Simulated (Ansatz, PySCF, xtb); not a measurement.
Energy difference R1 + R2 → 2 P1, each structure at its B3LYP-D3(BJ)/def2-TZVP stationary point, reached from a drawn start (curvature not checked).
R1: H2 (SMILES [H][H]), charge 0, multiplicity 1.
P1: SiH4 (SMILES [SiH4]), charge 0, multiplicity 1.
R2: Si2H6 (SMILES [SiH3][SiH3]), charge 0, multiplicity 1.

P less R. No zero-point or thermal terms.

Cores are frozen in the correlated methods.

The values were computed with Ansatz (a quantum-chemistry and plane-wave program); PySCF for the D3/D4 terms; xtb for the GFN methods. Each number belongs to the level named beside it.

```json
[
 {"level": "GFN2-xTB", "reaction energy (eV)": "-1.269"},
 {"level": "HF/cc-pV(T+d)Z", "reaction energy (eV)": "-0.494"},
 {"level": "SVWN5/def2-TZVPP", "reaction energy (eV)": "-0.082"},
 {"level": "PBE-D4/def2-TZVPP", "reaction energy (eV)": "-0.048"},
 {"level": "r2SCAN/def2-TZVPP", "reaction energy (eV)": "-0.139"},
 {"level": "B3LYP-D3(BJ)/def2-TZVPP", "reaction energy (eV)": "-0.201"},
 {"level": "B2PLYP-D3(BJ)/def2-TZVPP", "reaction energy (eV)": "-0.226"},
 {"level": "MP2/cc-pV(T+d)Z", "reaction energy (eV)": "-0.228"},
 {"level": "SCS-MP2/cc-pV(T+d)Z", "reaction energy (eV)": "(withheld)"}
]
```

Fill in the missing entries.


- SCS-MP2/cc-pV(T+d)Z, reaction energy (eV): -0.297
